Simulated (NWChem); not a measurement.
C5H5F; SMILES FC1C=CC=C1

```xyz
11

F      0.2822     1.9472     0.0000
C     -0.3664     0.7417     0.0000
C     -0.0829    -0.1406     1.1842
C      0.1549    -1.3863     0.7374
C      0.1549    -1.3863    -0.7374
C     -0.0829    -0.1406    -1.1842
H     -1.4598     0.9485     0.0000
H     -0.1446     0.2006     2.2178
H      0.3232    -2.2718     1.3531
H      0.3232    -2.2718    -1.3531
H     -0.1446     0.2006    -2.2178
```
Atoms are numbered in this order, from 1.

Computed with NWChem. Pople sets run with spherical d functions. STO-3G and 3-21G are far too small for this property and stand as cheap habits. Structure relaxed at the PBE0/def2-SVP level. B3LYP is NWChem's, with the RPA form of VWN correlation. GIAO values for the isolated, static molecule; σ is the absolute isotropic shielding, δ = σ(reference) − σ with the isolated reference molecule computed at the same levels (13C: tetramethylsilane, 19F: trichlorofluoromethane, 1H: tetramethylsilane).

```json
[
 {"level": "B3LYP/6-311G**", "δ F1 (ppm)": "-251.3", "δ C2 (ppm)": "100.1", "δ C3 (ppm)": "141.7", "δ C4 (ppm)": "138.3", "δ H7 (ppm)": "5.51", "δ H8 (ppm)": "6.54", "δ H9 (ppm)": "6.33"},
 {"level": "BHandHLYP/pcSseg-1", "δ F1 (ppm)": "-223.7", "δ C2 (ppm)": "96.2", "δ C3 (ppm)": "144.7", "δ C4 (ppm)": "141.2", "δ H7 (ppm)": "5.28", "δ H8 (ppm)": "6.61", "δ H9 (ppm)": "6.36"},
 {"level": "Hartree-Fock/STO-3G", "δ F1 (ppm)": "[?]", "δ C2 (ppm)": "[?]", "δ C3 (ppm)": "[?]", "δ C4 (ppm)": "[?]", "δ H7 (ppm)": "[?]", "δ H8 (ppm)": "6.51", "δ H9 (ppm)": "6.38"},
 {"level": "KT2/pcSseg-1", "δ F1 (ppm)": "-267.1", "δ C2 (ppm)": "98.9", "δ C3 (ppm)": "132.4", "δ C4 (ppm)": "129.1", "δ H7 (ppm)": "5.62", "δ H8 (ppm)": "6.41", "δ H9 (ppm)": "6.23"}
]
```

### Question
Fill in the missing entries.

### Answer

- Hartree-Fock/STO-3G, δ F1 (ppm): -85.4
- Hartree-Fock/STO-3G, δ C2 (ppm): 71.3
- Hartree-Fock/STO-3G, δ C3 (ppm): 127.2
- Hartree-Fock/STO-3G, δ C4 (ppm): 127.3
- Hartree-Fock/STO-3G, δ H7 (ppm): 2.90
